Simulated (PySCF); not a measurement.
C8H9, SMILES [CH2]c1ccc(C)cc1, doublet (GFN2-xTB optimised geometry):

```
17

C      1.452     2.308     0.006
C      0.745     1.126     0.003
C     -0.678     1.105     0.002
C     -1.371    -0.077     0.000
C     -0.708    -1.306     0.000
C     -1.462    -2.598    -0.011
C      0.692    -1.306     0.000
C      1.403    -0.137     0.002
H      0.949     3.258     0.008
H      2.527     2.316     0.008
H     -1.206     2.048     0.003
H     -2.452    -0.063     0.000
H     -2.527    -2.431     0.131
H     -1.101    -3.258     0.777
H     -1.317    -3.112    -0.962
H      1.213    -2.254     0.000
H      2.483    -0.155     0.002
```

Level of theory: unrestricted PBE0/def2-SVP run with PySCF 2.14.0.

Problem. What are the frontier orbital energies (α orbitals alone; a β orbital can be the lowest empty one) and the dipole moment?

Solution. HOMO-2 -8.18 eV, HOMO-1 -7.49 eV, HOMO -5.16 eV, LUMO -0.04 eV, LUMO+1 0.67 eV; dipole moment 0.59 D.

On the same geometry PySCF with unrestricted PBE/def2-SVP gives HOMO-2 -6.87 eV, HOMO-1 -6.37 eV, HOMO -4.08 eV, LUMO -0.96 eV, LUMO+1 -0.24 eV; dipole moment 0.69 D.

Meta-Löwdin charges at PBE0/def2-SVP: C1 -0.23, C2 0.01, C3 -0.11, C4 -0.12, C5 0.03, C6 -0.31, C7 -0.12, C8 -0.11, H9 0.11, H10 0.11, H11 0.10, H12 0.10, H13 0.10, H14 0.11, H15 0.11, H16 0.10, H17 0.10.
